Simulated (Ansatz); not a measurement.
Z-matrix (Å, degrees):
```
B
C 1 1.570
B 1 1.914 2 52.9
F 1 1.311 2 137.5 3 169.6
O 1 1.394 2 99.2 3 -6.4
H 2 1.089 1 121.2 3 -117.6
H 2 1.093 1 114.1 3 109.1
H 3 1.192 1 167.5 2 152.0
```

The species carries charge 0 and has multiplicity 1.

Question: List the r2SCAN/def2-TZVPP orbital energies in eV (Ansatz). (Best estimate.)

Answer: Computed: Occupied: -666.87, -516.56, -272.58, -182.75, -181.64, -32.35, -27.74, -18.64, -14.47, -13.04, -12.86, -12.19, -11.56, -10.92, -10.00, -9.49, -8.33, -7.58. Lowest empty: -1.38, -0.33, 0.74, 2.14, 2.45, 2.49, 3.17, 3.63.
